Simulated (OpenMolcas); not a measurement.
Ta3+ in Cs2NaYCl6

Ta3+ with its 6 nearest chloride ions at 2.529 Å, on the Y site of Cs2NaYCl6 (a = 10.7396 Å, distance in the model lattice 2.619 Å). The rest of the host is ab initio model potentials to 7.6 Å, with orthogonalisation functions on the cations behind the ligands, and point charges beyond; the distance is set by hand and nothing relaxes. Ligand basis ANO-RCC-VDZP.
```
Ta    0.0000    0.0000    0.0000
Cl    2.5290    0.0000    0.0000
Cl    0.0000    2.5290    0.0000
Cl   -2.5290    0.0000    0.0000
Cl    0.0000   -2.5290    0.0000
Cl    0.0000    0.0000    2.5290
Cl    0.0000    0.0000   -2.5290
```

```yaml
Program: OpenMolcas 26.06
Method: SS-CASPT2, IPEA 0.25 Eh, imaginary shift 0.1 Eh (the lowest 29 gerade and 27 ungerade orbitals frozen, chosen by energy and not by shell, so the metal 5p can be frozen and 4f correlated)
Basis: ANO-RCC-VDZP [7s6p4d2f1g]
Scalar_Hamiltonian: DKH2, point nucleus
Active_space: 2 electrons in 5 orbitals (5d)
State_averaging: 2S+1 = 3 even, 10 roots; 2S+1 = 1 even, 15 roots
Spin-orbit_coupling: state interaction with AMFI integrals over the reference wave functions
```

The lowest spin-free states (labels of O, the rotations of Oh), above the lowest:

```
State  Degeneracy  E (cm-1)
  3T1           3         0
  1T2           3      7050
   1E           2      7420
  1A1           1     16520
  3T2           3     19790
  3T1           3     25840
  1T2           3     27200
  1T1           3     29370
  3A2           1     40890
   1E           2     47880
  1A1           1     56270
```

The lowest levels with spin-orbit coupling:

```csv
E (cm-1),Degeneracy,2S+1
0,2,3
230,3,3
3140,3,3
4060,1,3
8910,3,1
9570,2,1
18510,1,1 (89 %)
20950,1,3
21590,3,3
22380,3,3
22530,2,3
26790,1,3
27280,3,3
27680,3,3 (55 %)
29170,2,3
30650,3,1 (53 %)
31910,3,1
43750,3,3
50530,2,1
58970,1,1
```

Powder χT (cm3 K/mol): 0.00112 at 2 K, 0.0056 at 10 K, 0.0281 at 50 K, 0.0575 at 100 K, 0.108 at 200 K, 0.145 at 300 K. The effective moment at 300 K is 2.828 √(χT) = 1.08 μB.

The lowest level has 2S+1 = 3, for which the spin-only value is χT = S(S+1) / 2 = 1.000 cm3 K/mol (g = 2). The computed 0.145 at 300 K differs by -0.855, through orbital momentum, spin-orbit coupling and any other state in reach. With a threefold ground state the orbital momentum is unquenched, so the spin-only value is not expected to hold.

A least-squares ligand-field fit to the states below 45000 cm-1, each weighted by its degeneracy and with a free common offset, gives 10Dq = 20720 cm-1, B = 481 cm-1 and C = 1950 cm-1 (C/B = 4.06), with an rms deviation of 218 cm-1.

Roots that are degenerate in the reference are averaged as groups; the widest CASPT2 spread within a group is 230 cm-1 (the 3-fold group of multiplicity 1 near 29400 cm-1 above the lowest state of its run). Shifts and gaps below about the spread of the groups concerned are not significant. Over all roots computed the reference weight is 0.68; a low but even weight reflects the number of correlated electrons. An orbital triplet at a regular site is open to Jahn-Teller coupling, which can distort the site and quench the lowest spin-orbit gaps and is left out. The least metal-like active orbital is 76 % on the metal (Löwdin) and no ligand orbital is active, so the numbers are rough. Ligand-to-metal charge-transfer states are missing. With no ligand orbital active B as a rule stays too high, so bands that hang on it stand too high and its fall with covalency is understated. With one d shell and no ligand orbital active, 10Dq can be off by a tenth or more. No measured value stands beside these numbers; the geometry was set by hand and not optimised.

The CASPT2 steps took 2.4 min on 1 thread of Arm Neoverse V2 (shared host); the integral step is not counted.
